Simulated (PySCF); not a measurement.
Computed IR spectrum (relative IR intensity) of a molecule C3H7NOSi. Coordinates come from a r2SCAN-D4/def2-SVP optimisation. One conformer was computed; it need not be the lowest. Method: r2SCAN-D4/def2-SVP (PySCF 2.14.0). Frequencies are harmonic and unscaled.

Lines under 2 % of the strongest are left out, and lines within 2 cm⁻¹ are merged.

ν (cm⁻¹): 87 (vw), 148 (vw), 213 (vw), 710 (m), 733 (m), 812 (w), 932 (m), 950 (s), 974 (w), 980 (vs), 1158 (vs), 1413 (w), 1437 (vw), 2213 (s), 2273 (m), 2361 (w), 2989 (w), 3042 (w) (against the strongest line: vs over 80 %, s over 45 %, m over 15 %, w over 4 %, vw less)

**Question.** Which structure fits?
A. C[C@H]1OC=N[SiH2]1
B. NCC#C[SiH2]O
C. C[SiH2]/C=N\C=O
D. N#CCCO[SiH3]

**Answer.** D, N#CCCO[SiH3]
